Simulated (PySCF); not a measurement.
Geometries of 2 isomers of C5H6F2O, from PySCF, PBE0-D3(BJ)/def2-SVP geometry optimisation, gas phase. One conformer each, no zero-point energy, no frequencies.

Question: Which isomer lies lower at this level?
A.
```xyz
14
angstrom
C     -2.966   -0.090    0.201
C     -1.633   -0.237    0.214
C     -0.698    0.811   -0.145
C      0.636    0.691   -0.123
O      1.247   -0.456    0.289
C      2.566   -0.590   -0.024
F      3.042   -1.596    0.699
F      2.712   -0.896   -1.324
H     -3.633   -0.909    0.477
H     -3.432    0.858   -0.089
H     -1.197   -1.197    0.509
H     -1.098    1.781   -0.455
H      1.304    1.509   -0.414
H      3.144    0.332    0.181
```
B.
```xyz
14
angstrom
F     -1.434    2.308    0.189
C     -0.955    1.391   -0.729
C     -0.577    0.124   -0.082
C      0.553   -0.536    0.232
C      2.019   -0.409    0.052
F      2.303    0.722   -0.659
O      0.008   -1.603    0.889
C     -1.293   -0.992    0.634
H     -0.074    1.817   -1.232
H     -1.750    1.236   -1.479
H      2.514   -0.364    1.038
H      2.411   -1.293   -0.483
H     -1.788   -0.738    1.584
H     -1.923   -1.666    0.033
```

Answer: A. That is `O(/C=C\C=C)C(F)F`, 23.4 kcal/mol below the other.

```csv
SMILES,atoms numbered as above,E (Eh),relative (kcal/mol),relative (kJ/mol),dipole (D)
C=C/C=C\OC(F)F,[CH2:1]=[CH:2]/[CH:3]=[CH:4]\[O:5][CH:6]([F:7])[F:8],-468.16667,0.0,0.0,2.17
FCC1=C(CF)OC1,[F:1][CH2:2][C:3]1=[C:4]([CH2:5][F:6])[O:7][CH2:8]1,-468.12941,23.4,97.8,1.87
```

As drawn, the lower has two fluorines on one carbon, which the higher lacks; the higher has a four-membered ring, which the lower lacks.
